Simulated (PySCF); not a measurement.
CaCl⁻ at RHF-SCS-MP2

Computed with RHF-SCS-MP2; basis Ca def2-SVPD, Cl def2-SVPD; no relativity; PySCF 2.14.

* state: ¹Σ⁺ (singlet), closed shell
* bond length: 2.630 Å
* harmonic wavenumber: 270 cm⁻¹
* force constant: 0.799 mdyn/Å
* rotational constant Be: 0.1307 cm⁻¹
* anharmonicity ωexe: 1.73 cm⁻¹
* vibration–rotation constant αe: 0.00104 cm⁻¹
* well depth De to Ca + Cl⁻: 39.1 kcal/mol
* dissociation energy D0: 38.8 kcal/mol

Correlated steps freeze 10 core orbitals. Correlated levels converge slowly with the basis: in double zeta they bind strong bonds too weakly, by up to about 1 eV, and carry superposition errors of some tenths. For an ion De counts to the pair picked by the measured ionisation energies or electron affinities, which need not be the lowest pair at this level.
